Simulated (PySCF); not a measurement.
# Ge (germanium, neutral) across methods

[Ar] 3d10 4s2 4p2, high-spin 3P determinant. Computed with PySCF 2.14 in aug-cc-pVQZ-DK (8s7p5d3f2g, 93 functions), with the spin-free X2C one-electron Hamiltonian (Gaussian nucleus). The B2PLYP total includes its PT2 part (frozen core); its orbital energies are those of the SCF part.

```json
{"method": "PBE0", "E (hartree)": "-2098.467", "mean ε 4s α (eV)": "-13.659", "mean ε 4s β (eV)": "-11.697", "mean ε 4p α (eV)": "-5.383", "Σ⟨r²⟩ (bohr²)": "40.65", "⟨S²⟩": "2.003"}
{"method": "UHF", "E (hartree)": "-2097.05685", "mean ε 4s α (eV)": "-17.482", "mean ε 4s β (eV)": "-13.408", "mean ε 4p α (eV)": "-7.890", "Σ⟨r²⟩ (bohr²)": "41.10", "⟨S²⟩": "2.011"}
{"method": "CAM-B3LYP", "E (hartree)": "-2098.867", "mean ε 4s α (eV)": "-15.231", "mean ε 4s β (eV)": "-13.300", "mean ε 4p α (eV)": "-6.476", "Σ⟨r²⟩ (bohr²)": "40.64", "⟨S²⟩": "2.003"}
{"method": "LC-wPBE", "E (hartree)": "-2098.481", "mean ε 4s α (eV)": "-16.930", "mean ε 4s β (eV)": "-14.435", "mean ε 4p α (eV)": "-7.902", "Σ⟨r²⟩ (bohr²)": "40.09", "⟨S²⟩": "2.006"}
{"method": "LDA", "E (hartree)": "-2095.433", "mean ε 4s α (eV)": "-12.343", "mean ε 4s β (eV)": "-11.123", "mean ε 4p α (eV)": "-4.404", "Σ⟨r²⟩ (bohr²)": "40.80", "⟨S²⟩": "2.001"}
{"method": "r2SCAN", "E (hartree)": "-2098.706", "mean ε 4s α (eV)": "-12.642", "mean ε 4s β (eV)": "-10.908", "mean ε 4p α (eV)": "-4.688", "Σ⟨r²⟩ (bohr²)": "40.36", "⟨S²⟩": "2.005"}
{"method": "PBE", "E (hartree)": "-2098.440", "mean ε 4s α (eV)": "-12.147", "mean ε 4s β (eV)": "-10.777", "mean ε 4p α (eV)": "-4.380", "Σ⟨r²⟩ (bohr²)": "40.98", "⟨S²⟩": "2.002"}
{"method": "BLYP", "E (hartree)": "-2098.833", "mean ε 4s α (eV)": "-11.976", "mean ε 4s β (eV)": "-10.889", "mean ε 4p α (eV)": "-4.116", "Σ⟨r²⟩ (bohr²)": "41.18", "⟨S²⟩": "2.001"}
{"method": "B2PLYP", "E (hartree)": "-2098.299", "mean ε 4s α (eV)": "-15.039", "mean ε 4s β (eV)": "-12.530", "mean ε 4p α (eV)": "-6.164", "Σ⟨r²⟩ (bohr²)": "40.86", "⟨S²⟩": "2.005"}
```
